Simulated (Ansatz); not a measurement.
Gas-phase electronic energies from Ansatz, PBE0-D4/def2-TZVP geometries. CBS: MP2 limit from def2 TZ/QZ plus the TZ coupled-cluster correction, frozen cores. DFT in def2-TZVPP. For Se outer-core shells are correlated without core-valence functions, which leaves a few kJ/mol of doubt a bond. Scalar relativity is left out up to krypton. Each species was taken in one conformer, which may not be the lowest.

`CO[Si](N)(F)F` + `F[SiH2][SeH]` → `CO[Si](F)(F)F` + `N[SiH2][SeH]`  (redistribution)

```csv
level,ΔE (kcal/mol)
revPBE-D4,1.1
r2SCAN0-D4,0.6
r2SCAN,0.7
CAM-B3LYP,1.8
LC-ωPBE,1.7
RPA@PBE/def2-TZVPP,0.4
HF/def2-SVP,2.5
SCS-MP2/def2-TZVPP,0.3
```

Q: What does CCSD(T)/CBS give? (Estimate.)

A: Computed: +0.7 kcal/mol. The listed levels differ from it by 0.4, -0.1, 0.0, 1.1, 1.0, -0.3, 1.8, -0.4 kcal/mol.

Largest T1 diagnostic among the species: 0.011.

Leaving LDA and LC-ωPBE aside and taking each functional with its dispersion term where it has one, the values, not all of them listed here, spread over 1.3 kcal/mol, from PBE-QIDH to CAM-B3LYP-D4.
